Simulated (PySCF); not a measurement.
## Spinor energies of Pd⁴²⁺ (palladium, charge +42)

Start: [He] 2s2. Calculated with PySCF 2.14 in an even-tempered Gaussian basis (17 s from 21 bohr⁻², ratio 2.4; 12 p from 27 bohr⁻², ratio 2.4; 5 d from 87 bohr⁻², ratio 2.6; 4 f from 130 bohr⁻², ratio 2.6): generalised Hartree-Fock with the X2C-1e Hamiltonian and a Gaussian nucleus; one run each with spin-orbit coupling (SO) switched off, then screened by Boettger's factors.

| spinor shell | electrons | ε, spin-free (eV) | ε, screened SO (eV) | weight of nominal j (screened SO) | rms radius, screened SO (bohr) |
| --- | --- | --- | --- | --- | --- |
| 1s1/2 | 2 | -28310.8 | -28310.8 | 1.000 | 0.0363 |
| 2s1/2 | 2 | -6757.5 | -6757.5 | 1.000 | 0.140 |

| quantity | spin-free | screened SO |
| --- | --- | --- |
| E (hartree) | -2652.23554 | -2652.23554 |
| M_J | 0 | 0 |
| ⟨J²⟩ | 0.000 | 0.000 |
| ⟨L²⟩ | 0.000 | 0.000 |
| ⟨S²⟩ | 0.000 | 0.000 |

Breit and QED terms are absent; they matter most for the inner s and p1/2 levels.

Densities and radii are taken from the X2C orbitals without a picture-change correction, which distorts them close to the nucleus.

Without spin-orbit coupling the j labels of p, d and f shells carry no meaning; the spin-free column gives the mean over the occupied spinors of each nl shell.
